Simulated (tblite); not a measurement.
Species: C2H8N2Si2.
Atom-mapped SMILES: `[CH3:1][SiH2:2][NH:3][SiH2:4][C:5]#[N:6]` (hydrogens: H7, H8, H9 on C1; H10, H11 on Si2; H12 on N3; H13, H14 on Si4)

The geometry is computed with GFN2-xTB (gas phase).

Question: List the bond lengths, angles and torsions at this level.

Answer: 
```json
{"bond": "C1–Si2", "length (Å)": "1.892", "order": "single"}
{"bond": "Si2–N3", "length (Å)": "1.739", "order": "single"}
{"bond": "N3–Si4", "length (Å)": "1.723", "order": "single"}
{"bond": "Si4–C5", "length (Å)": "1.869", "order": "single"}
{"bond": "C5≡N6", "length (Å)": "1.145", "order": "triple"}
{"bond": "C1–H7, C1–H8, C1–H9", "length (Å)": "1.086", "order": "single"}
{"bond": "Si2–H10, Si2–H11", "length (Å)": "1.468", "order": "single"}
{"bond": "N3–H12", "length (Å)": "1.007", "order": "single"}
{"bond": "Si4–H13, Si4–H14", "length (Å)": "1.464", "order": "single"}
```

Bonds in one row agree within 0.01 Å and their mean is given. Orders are formal, as drawn. A selection of angles:
```json
{"angle": "Si2–C1–H7", "degrees": "111.7"}
{"angle": "H7–C1–H8", "degrees": "107.5"}
{"angle": "C1–Si2–N3", "degrees": "106.9"}
{"angle": "C1–Si2–H10", "degrees": "111.8"}
{"angle": "N3–Si2–H10", "degrees": "108.1"}
{"angle": "N3–Si2–H11", "degrees": "108.9"}
{"angle": "H10–Si2–H11", "degrees": "109.6"}
{"angle": "Si2–N3–Si4", "degrees": "128.0"}
{"angle": "Si2–N3–H12", "degrees": "115.7"}
{"angle": "Si4–N3–H12", "degrees": "116.3"}
{"angle": "N3–Si4–C5", "degrees": "103.7"}
{"angle": "N3–Si4–H13", "degrees": "112.7"}
{"angle": "N3–Si4–H14", "degrees": "111.5"}
{"angle": "C5–Si4–H13", "degrees": "107.5"}
{"angle": "H13–Si4–H14", "degrees": "112.6"}
{"angle": "Si4–C5–N6", "degrees": "179.8"}
```

Torsions: C1–Si2–N3–Si4 -179° (antiperiplanar); Si2–N3–Si4–C5 179° (antiperiplanar). The mirror-image conformer, all signs reversed, is as good.

Si4 (SiH2 silicon) is distorted tetrahedral (angles from 103.7° to 112.7°). The 6 heavy atoms lie in one plane (0.007 Å rms). The 2 C–Si bonds span 1.869 Å (Si4–C5, drawn single) to 1.892 Å (C1–Si2, drawn single), a spread of 0.023 Å. N3 (nitrogen bridging silicon atoms) is planar (angles 128.0°, 116.3° and 115.7°, sum 359.9°, 0.02 Å off the plane of its three neighbours). Si2 (SiH2 silicon) is tetrahedral (angles from 106.9° to 111.8°).

Point group: near Cs, missed by 0.18 Å at most; the miss may be what the optimiser left on a soft mode. Its GFN2-xTB frequencies are all real (lowest 23 cm⁻¹). The numbers are those of one conformer. 3 starts were optimised and ended at 0.00, 0.41 and 0.45 kcal/mol (GFN2-xTB); the lowest of these is shown.
